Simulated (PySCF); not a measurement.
# AgS₂⁻, triplet: computed properties

Computed with UPBE/[Ag def2-SVPD with ECP28, S def2-SVPD], scalar-relativistic core potentials, density fitting, no spin–orbit coupling, PySCF.

The structure is a minimum.

```json
{"Point group": "D∞h", "Bond lengths": "Ag–S 2.274 Å (×2)", "Bond angles": "S–Ag–S 180.0°", "Zero-point energy": "5.2 kJ/mol", "Dipole moment about the centre of mass": "0.00 D", "Spin squared ⟨S²⟩": "2.008", "Entropy at 298.15 K and 1 bar (electronic part: spin only)": "294.6 J/(mol K)", "Enthalpy at 298.15 K above 0 K": "14.57 kJ/mol", "Highest occupied level (β)": "-1.19 eV", "Heat capacity Cp at 298.15 K": "58.7 J/(mol K)", "Principal polarisabilities": "74.1, 74.1, 256.9 bohr³", "Rotational constants": "0.05098 cm⁻¹", "Lowest empty level (β)": "-0.44 eV", "Rotational symmetry number": "2", "Principal quadrupole moments (Buckingham, traceless) about the centre of mass": "-27.98, 13.99, 13.99 D Å"}
```

Harmonic modes (masses in u: Ag 106.905, S 31.972):
```tsv
symmetry	ω (cm⁻¹)	IR (km/mol, summed over degenerate members)
πu	89	17.4
σg+	308	0.0
σu+	388	19.3
```

In D∞h the vibrations span πu + σg+ + σu+. The σg+ mode carries no infrared intensity, as symmetry demands. With a centre of inversion only u modes can be infrared active and only g modes Raman active.

Charges (e); Mulliken and Löwdin values are unreliable with diffuse functions:
```csv
atom,Mulliken,Löwdin,polar tensor,spin (Mulliken),Mayer order to Ag1
Ag1,0.19,-0.25,0.07,0.11,–
"S2,3",-0.60,-0.37,-0.53,0.94,0.83
```
Other Mayer orders above 0.3: S–S 0.82.

Mulliken populations on Ag1 (electrons outside its core potential): s 3.03, p 6.12, d 9.66, f 0.00.

Outer orbital energies (eV). α occupied: -3.78, -3.78, -2.05, -2.04, -2.04, -1.93, -1.31, -1.31; empty: 2.93, 3.55, 3.95, 3.95. β occupied: -4.35, -4.35, -3.67, -3.67, -1.81, -1.75, -1.19, -1.19; empty: -0.44, -0.44, 3.05, 3.65.

Formally Ag is in oxidation state +3, d8, with 2 unpaired electrons (the high-spin count). The Mulliken spin on Ag is 0.11, so most of the spin sits on the ligands and the formal count fails. The polar-tensor charge on Ag, 0.07, is far below the formal one.

Only a few start shapes were tried, so a lower isomer may exist. Open d and f shells are described by one determinant, and the ground state may have another occupation or spin.

The final relaxation and frequency run took 22 s on 2 threads of a shared Arm Neoverse V1 host, with 88 basis functions and 7 gradients.
